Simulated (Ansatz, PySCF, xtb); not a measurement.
Reaction (SMILES): N#CC(F)(F)F + 4 C (CH4) -> C#N (CHN) [formonitrile] + CC (C2H6) [ethane] + 3 CF (CH3F)
Structures are relaxed separately at B3LYP-D3(BJ)/def2-TZVP in Ansatz (a quantum-chemistry and plane-wave program). Frequencies are from Ansatz or PySCF.

Property: bond separation energy (enthalpy at 298 K, with B3LYP-D3(BJ) rigid-rotor harmonic-oscillator terms), in eV. Valence correlation only, unless marked. No spin-orbit coupling. No relativistic terms. Basis-set limits of correlation are two-point, X^-3; Hartree-Fock from the larger set. The bracket is a focal-point correction in the basis named.

```
level                                                     program  bond separation energy (eV)  minus last row
-------------------------------------------------  --------------  ---------------------------  --------------
GFN1-xTB                                                      xtb                         1.05           -0.31
HF/6-31G*                                                  Ansatz                         1.60            0.24
HF/aug-cc-pVDZ                                             Ansatz                         1.00           -0.36
PBE-D3(BJ)/def2-TZVPD                              Ansatz + dftd3                         1.45            0.09
BLYP-D4/def2-TZVPD                                 Ansatz + dftd4                         1.30           -0.06
revPBE-D4/def2-TZVPD                               Ansatz + dftd4                         1.41            0.05
PBE0/6-31G*                                                Ansatz                         2.03            0.67
PBE0/def2-TZVP                                             Ansatz                         1.50            0.14
BHLYP-D3(BJ)/def2-TZVPD                            Ansatz + dftd3                         1.25           -0.11
r2SCANh/def2-TZVPD                                         Ansatz                         1.57            0.21
r2SCAN0-D4/def2-TZVPD                              Ansatz + dftd4                         1.53            0.17
CAM-B3LYP-D4/def2-TZVPD                            Ansatz + dftd4                         1.34           -0.02
CCSD/6-31G                                                 Ansatz                         1.08           -0.28
CCSD/cc-pVTZ                                               Ansatz                         1.47            0.11
RI-MP2/CBS(cc-pVTZ,cc-pVQZ)+[CCSD(T)-MP2]/cc-pVTZ          Ansatz                         1.36            0.00
```
